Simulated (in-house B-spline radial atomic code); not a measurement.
Whole-atom quantities along the 26-electron series, configuration 1s2 2s2 2p6 3s2 3p6 3d3/2(4) 3d5/2(4). Breit and QED terms are first order and not part of the total energy; the density at the nucleus is averaged over the nuclear charge. Computed with a B-spline radial code for spherical atoms: Dirac-Hartree-Fock, jj configuration that fills j = l - 1/2 first, finite nuclei.

| ion | Z | E/Z² (Eh) | Σ<r²> (bohr²) | n(0)/Z³ (bohr⁻³) | Lamb diamagnetic shielding (ppm) | repulsion over attraction | Breit energy (eV) | self-energy (eV) | vacuum polarisation (eV) |
| --- | --- | --- | --- | --- | --- | --- | --- | --- | --- |
| Pr33+ | 59 | -2.4622 | 1.2225 | 1.9124 | 5869.15 | 0.086119 | 201.4 | 163.42 | -23.823 |
| Nd34+ | 60 | -2.4736 | 1.1688 | 1.9747 | 5996.26 | 0.084708 | 213.01 | 173.66 | -25.682 |
| Pm35+ | 61 | -2.4849 | 1.1185 | 2.0372 | 6124.47 | 0.083335 | 225.07 | 184.38 | -27.662 |
| Sm36+ | 62 | -2.4961 | 1.0713 | 2.0955 | 6253.79 | 0.081997 | 237.61 | 195.62 | -29.766 |
| Eu37+ | 63 | -2.5072 | 1.027 | 2.1654 | 6384.31 | 0.080692 | 250.64 | 207.38 | -32.01 |
| Gd38+ | 64 | -2.5182 | 0.98519 | 2.2367 | 6516.05 | 0.07942 | 264.16 | 219.69 | -34.397 |
| Tb39+ | 65 | -2.5291 | 0.94582 | 2.3283 | 6649.12 | 0.078178 | 278.2 | 232.58 | -36.947 |
| Dy40+ | 66 | -2.5398 | 0.90868 | 2.3925 | 6783.37 | 0.076968 | 292.75 | 246.05 | -39.637 |
| Ho41+ | 67 | -2.5506 | 0.87359 | 2.483 | 6919.08 | 0.075785 | 307.84 | 260.15 | -42.514 |
| Er42+ | 68 | -2.5612 | 0.84041 | 2.5684 | 7056.16 | 0.074631 | 323.47 | 274.88 | -45.564 |
| Tm43+ | 69 | -2.5718 | 0.809 | 2.6693 | 7194.75 | 0.073502 | 339.67 | 290.28 | -48.814 |
| Yb44+ | 70 | -2.5824 | 0.77923 | 2.7578 | 7334.78 | 0.072399 | 356.44 | 306.37 | -52.253 |
| Lu45+ | 71 | -2.5929 | 0.75099 | 2.8545 | 7476.4 | 0.071321 | 373.8 | 323.19 | -55.909 |
| Hf46+ | 72 | -2.6034 | 0.72419 | 2.9704 | 7619.72 | 0.070265 | 391.76 | 340.75 | -59.806 |
| Ta47+ | 73 | -2.6139 | 0.69871 | 3.0878 | 7764.72 | 0.069232 | 410.35 | 359.1 | -63.941 |
| W48+ | 74 | -2.6243 | 0.67448 | 3.2091 | 7911.47 | 0.068221 | 429.56 | 378.27 | -68.331 |
| Re49+ | 75 | -2.6348 | 0.65141 | 3.3392 | 8060.07 | 0.06723 | 449.43 | 398.29 | -72.995 |
| Os50+ | 76 | -2.6453 | 0.62943 | 3.4673 | 8210.52 | 0.06626 | 469.96 | 419.19 | -77.938 |
| Ir51+ | 77 | -2.6557 | 0.60848 | 3.615 | 8363.02 | 0.065308 | 491.18 | 441 | -83.204 |

Q: With what power of Z does the column «Σ<r²> (bohr²)» change over this range?

A: A fit of the logarithm of its size against log Z from Z = 59 to 77 has slope -2.62. Unscreened non-relativistic hydrogenic orbitals would give -2.
